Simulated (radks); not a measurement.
The numbers below are computed, except where a source is named.
All-electron atom: Hg+ in [Xe] 4f14 5d10 6s1. Level of theory: scalar-relativistic Kohn-Sham, BLYP, spin-polarised, spherical densities, finite nucleus; open shells are filled with parallel spins first (spin-orbit coupling, left out, can overturn this in heavy ions); Fermi nuclear charge, rms radius 5.4648 fm (a radial shooting solver on a logarithmic mesh with Libxc functionals).

Normalised radial functions P(r) = r R(r), r in bohr:

r	4f up
0.0007314	0.0000
0.001145	0.0000
0.001806	0.0000
0.002827	0.0000
0.00446	0.0000
0.006981	0.0000
0.01093	0.0002
0.01724	0.0011
0.02698	0.0051
0.04257	0.0233
0.06663	0.0904
0.1051	0.2963
0.1645	0.7320
0.2575	1.2818
0.4063	1.4621
0.636	1.0161
1.003	0.3958
1.571	0.0779
2.478	0.0058
3.878	0.0001
6.07	0.0000

4f up: eigenvalue -104.81 eV, 0 radial nodes, <r> = 0.483 bohr, 90 % of the charge inside 0.772 bohr.
